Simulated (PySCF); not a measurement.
B(I)(OH)2, H₂BIO₂, SMILES OB(O)I, singlet at its PBE0/def2-SVP optimised geometry (Å):

```
6

B     -0.3166     0.0309     0.0000
I     -1.4267     1.8872     0.0000
O     -1.0237    -1.1108    -0.0002
H     -0.4493    -1.8872    -0.0002
O      1.0344     0.0309     0.0000
H      1.4267     0.9094     0.0007
```

Method: PBE0/def2-TZVP, def2 effective core potentials past Kr (PySCF). The core electrons that the potentials of I replace are not part of the density. Cells within 0.4 Å of a nucleus heavier than hydrogen are left out (blank, or x).

Map of the HOMO amplitude (bohr^(-3/2)) on the plane z = 0.0 Å; orbital energy -7.60 eV, overall sign arbitrary:

```
|5444555555555555555555555555555|
|4444445555566555555555555555555|
|4444444555666666555555555555555|
|4444444556677766655555555555555|
|4444444456788876655555555555555|
|4444333356799987665555555555555|
|4443322245579987665555555555555|
|444332115xx28997665555555555555|
|444321017xxx7987665555555555555|
|444321004xx47887665555555555555|
|4443210003456776655555555555555|
|4443321001245666555444455555555|
|4443322112244555544444455555555|
|4444333222344555443344555555555|
|4444443333344xxx43xxx5555555555|
|4444444444444xxx44xxx5555555555|
|4444444444455xx444xx76555555555|
|4444444445555554555665555555555|
|44444445556xx555555555555555555|
|5444445555xxx444555555555555555|
|5555555555xxx444455555555555555|
|5555555555544444455555555555555|
|5555555555544444445555555555555|
|5555555555444444445555555555555|
|5555555555444444445555555555555|
|5555555555444444445555555555555|
|5555555555444444445555555555555|
|5555555555554444555555555555555|
|5555555555555555555555555555555|
|5555555555555555555555555555555|
|5555555555555555555555555555555|
```
Scale: ten equal steps from -0.184 (start of '0') to 0.181 (end of '9'), in the order '0123456789'; x runs from -4.00 to 4.00, y from -4.00 (bottom) to 4.00 (top).
